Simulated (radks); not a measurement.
Species: Sn4+. Configuration: [Kr] 4d9 5s1 (not the ground configuration). All-electron calculation, scalar-relativistic Kohn-Sham, exchange-only B88, spin-polarised, spherical densities, finite nucleus; open shells are filled with parallel spins first (spin-orbit coupling, left out, can overturn this in heavy ions); Fermi nuclear charge, rms radius 4.6519 fm. Program: a radial shooting solver on a logarithmic mesh with Libxc functionals.

Normalised radial functions P(r) = r R(r), r in bohr:

| r | 4s up |
|---|---|
| 0.001745 | 0.0895 |
| 0.002015 | 0.1009 |
| 0.002309 | 0.1127 |
| 0.002645 | 0.1255 |
| 0.003055 | 0.1404 |
| 0.0035 | 0.1554 |
| 0.004009 | 0.1715 |
| 0.00463 | 0.1894 |
| 0.005305 | 0.2068 |
| 0.006127 | 0.2255 |
| 0.007019 | 0.2429 |
| 0.008042 | 0.2594 |
| 0.009287 | 0.2748 |
| 0.01064 | 0.2864 |
| 0.01219 | 0.2938 |
| 0.01408 | 0.2953 |
| 0.01613 | 0.2889 |
| 0.01848 | 0.2731 |
| 0.02134 | 0.2438 |
| 0.02445 | 0.2026 |
| 0.02801 | 0.1470 |
| 0.03235 | 0.0719 |
| 0.03706 | -0.0133 |
| 0.04246 | -0.1095 |
| 0.04904 | -0.2177 |
| 0.05618 | -0.3175 |
| 0.06437 | -0.4040 |
| 0.07434 | -0.4669 |
| 0.08517 | -0.4845 |
| 0.09836 | -0.4448 |
| 0.1127 | -0.3438 |
| 0.1291 | -0.1813 |
| 0.1491 | 0.0448 |
| 0.1708 | 0.2830 |
| 0.1957 | 0.5074 |
| 0.226 | 0.6802 |
| 0.259 | 0.7366 |
| 0.2967 | 0.6578 |
| 0.3426 | 0.4193 |
| 0.3925 | 0.0719 |
| 0.4497 | -0.3406 |
| 0.5194 | -0.7688 |
| 0.595 | -1.0890 |
| 0.6817 | -1.2718 |
| 0.7873 | -1.2916 |
| 0.902 | -1.1650 |
| 1.033 | -0.9464 |
| 1.193 | -0.6799 |
| 1.367 | -0.4475 |
| 1.579 | -0.2554 |
| 1.809 | -0.1332 |
| 2.073 | -0.0610 |
| 2.394 | -0.0227 |
| 2.743 | -0.0075 |
| 3.142 | -0.0021 |
| 3.629 | -0.0004 |
| 4.157 | -0.0001 |
| 4.763 | 0.0000 |
| 5.501 | 0.0000 |
| 6.302 | 0.0000 |

4s up: eigenvalue -181.83 eV, 3 radial nodes at r = 0.0363, 0.145, 0.402 bohr, <r> = 0.814 bohr, 90 % of the charge inside 1.18 bohr.
